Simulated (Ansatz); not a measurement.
Geometry optimisation, RHF/def2-SVP in Ansatz.

Input:

```yaml
crystal:
  periodic: [false, false, false]
  atoms:
    - { symbol: Ga, position_ang: [0.000804, 0.692679, -0.534153] }
    - { symbol: Cl, position_ang: [0.111207, 0.365992, 2.892602] }
    - { symbol: "N", position_ang: [1.575505, -0.058746, -1.035513] }
    - { symbol: H, position_ang: [1.66148, -0.91077, -1.553344] }
    - { symbol: H, position_ang: [2.469616, 0.258929, -0.718887] }
    - { symbol: "N", position_ang: [-1.572132, -0.006787, -1.114145] }
    - { symbol: H, position_ang: [-1.669729, -0.870482, -1.610018] }
    - { symbol: H, position_ang: [-2.466148, 0.372899, -0.875845] }
    - { symbol: H, position_ang: [-0.005997, 2.003009, 0.333046] }
    - { symbol: H, position_ang: [0.050494, 1.434477, 2.109657] }
basis:
  gaussian: { orbitals: def2-SVP }
hamiltonian:
  xc: hf
relax:
  f_tol: 0.03
  max_steps: 50
```

Command:

```bash
$ ansatz run input.yaml --threads 2 --pin off --max-ram 3072MiB --backend cpu --events-out ev --progress --plain --runs-dir out
```

Q: Where does it end, and by what steps?

A: The forces met the threshold. The force dipped under the threshold on the way, but the program's further checks kept it going. After 7 steps the energy has fallen by 0.135 eV; H10 moved furthest, 0.76 Å.

| step | energy less start (eV) | largest force component (eV/Å) | accepted |
| --- | --- | --- | --- |
| 0 | 0.0000 | 1.251 | yes |
| 1 | -0.0978 | 0.543 | yes |
| 2 | -0.1116 | 0.668 | yes |
| 3 | -0.1266 | 0.316 | yes |
| 4 | -0.1332 | 0.256 | yes |
| 5 | -0.1352 | 0.020 | yes |
| 6 | -0.1330 | 0.306 | no |
| 7 | -0.1354 | 0.029 | yes |

```xyz
10
Properties=species:S:1:pos:R:3
Ga 0.013 0.749 -0.688
Cl 0.033 0.282 3.038
N 1.567 -0.083 -1.136
H 1.626 -0.984 -1.568
H 2.477 0.258 -0.897
N -1.556 -0.035 -1.171
H -1.632 -0.932 -1.608
H -2.459 0.338 -0.962
H 0.026 2.146 0.024
H 0.061 1.543 2.862
```

Whether the end is a true minimum wasn't checked by a vibrational analysis.

The run took 40 s on 2 threads of Intel(R) Xeon(R) Processor @ 2.50GHz (Skylake/Cascade Lake), with other jobs on the host, peak memory 0.25 GiB.
